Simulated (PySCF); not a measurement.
Isomers of C4H12Si3, mass 144.025 u with the commonest isotopes. The calculation used CAM-B3LYP/def2-SVPD in PySCF (dipole) on a GFN2-xTB geometry, gas phase. One conformer each, none proved a minimum here; rigid rotors.

Question: Order these by dipole moment, largest first.
A. `[CH:1]#[C:2][CH2:3][CH2:4][SiH:5]([SiH3:6])[SiH3:7]` with C2–C3–C4–Si5 -179°, C3–C4–Si5–Si6 -64°
B. `[CH2:1]=[CH:2][C@H:3]1[SiH2:4][C@@H:5]([SiH3:6])[SiH2:7]1` with C1–C2–C3–Si4 127°
C. `[SiH3:1]/[CH:2]=[CH:3]\[SiH2:4][SiH:5]1[CH2:6][CH2:7]1` with C2–C3–Si4–Si5 -81°, C3–Si4–Si5–C6 15°

Answer: B (0.88 D), C (0.69 D), A (0.40 D).

Question: Order these by rotational constant A, smallest first.
A. `[CH:1]#[C:2][CH2:3][CH2:4][SiH:5]([SiH3:6])[SiH3:7]` with C2–C3–C4–Si5 -179°, C3–C4–Si5–Si6 -64°
B. `C1CC=1C([SiH3])([SiH3])[SiH3]`
C. `[SiH3:1]/[CH:2]=[CH:3]\[SiH2:4][SiH:5]1[CH2:6][CH2:7]1` with C2–C3–Si4–Si5 -81°, C3–Si4–Si5–C6 15°
D. `[CH2:1]=[CH:2][C@H:3]1[SiH2:4][C@@H:5]([SiH3:6])[SiH2:7]1` with C1–C2–C3–Si4 127°

Answer: B (1429 MHz), A (1624 MHz), C (2028 MHz), D (2584 MHz).

Question: Order these by out-of-plane moment Σ m c² = (Ia + Ib − Ic)/2, smallest first.
A. `[SiH3]C([SiH3])([SiH3])C1=CC1`
B. `[CH:1]#[C:2][SiH2:3][SiH2:4][SiH2:5][CH2:6][CH3:7]` with C2–Si3–Si4–Si5 -58°, Si3–Si4–Si5–C6 60°, Si4–Si5–C6–C7 -175°
C. `[CH2:1]=[CH:2][SiH2:3]/[C:4]([SiH3:5])=[CH:6]\[SiH3:7]` with C1–C2–Si3–C4 101°, C2–Si3–C4–Si5 -85°
D. `[CH:1]#[C:2][CH2:3][CH2:4][SiH:5]([SiH3:6])[SiH3:7]` with C2–C3–C4–Si5 -179°, C3–C4–Si5–Si6 -64°
E. `[SiH3:1]/[CH:2]=[CH:3]\[SiH2:4][SiH:5]1[CH2:6][CH2:7]1` with C2–C3–Si4–Si5 -81°, C3–Si4–Si5–C6 15°
F. `[CH2:1]=[CH:2][C@H:3]1[SiH2:4][C@@H:5]([SiH3:6])[SiH2:7]1` with C1–C2–C3–Si4 127°

Answer: B (29.35 u·Å²), C (51.35 u·Å²), D (52.27 u·Å²), F (65.60 u·Å²), E (79.48 u·Å²), A (167.45 u·Å²).

```json
{"SMILES": "C#CCC[SiH]([SiH3])[SiH3]", "point group": "near Cs", "Ia (u·Å²)": "311.19", "Ib (u·Å²)": "655.79", "Ic (u·Å²)": "862.44", "κ": "-0.64", "μa (D)": "0.14", "μb (D)": "0.01", "μc (D)": "0.37"}
{"SMILES": "[SiH3]C([SiH3])([SiH3])C1=CC1", "point group": "near Cs", "Ia (u·Å²)": "353.58", "Ib (u·Å²)": "424.26", "Ic (u·Å²)": "442.94", "κ": "-0.65", "μa (D)": "0.27", "μb (D)": "0.17", "μc (D)": "0.00"}
{"SMILES": "[SiH3]/C=C\\[SiH2][SiH]1CC1", "point group": "C1", "Ia (u·Å²)": "249.22", "Ib (u·Å²)": "598.49", "Ic (u·Å²)": "688.76", "κ": "-0.83", "μa (D)": "0.32", "μb (D)": "0.13", "μc (D)": "0.60"}
{"SMILES": "C=C[C@H]1[SiH2][C@@H]([SiH3])[SiH2]1", "point group": "Cs", "Ia (u·Å²)": "195.55", "Ib (u·Å²)": "605.00", "Ic (u·Å²)": "669.34", "κ": "-0.91", "μa (D)": "0.14", "μb (D)": "0.00", "μc (D)": "0.87"}
{"SMILES": "C#C[SiH2][SiH2][SiH2]CC", "point group": "C1", "Ia (u·Å²)": "304.97", "Ib (u·Å²)": "599.35", "Ic (u·Å²)": "845.62", "κ": "-0.54", "μa (D)": "0.46", "μb (D)": "0.61", "μc (D)": "0.32"}
{"SMILES": "C=C[SiH2]/C([SiH3])=C\\[SiH3]", "point group": "C1", "Ia (u·Å²)": "351.02", "Ib (u·Å²)": "504.57", "Ic (u·Å²)": "752.88", "κ": "-0.14", "μa (D)": "0.16", "μb (D)": "0.08", "μc (D)": "0.42"}
```
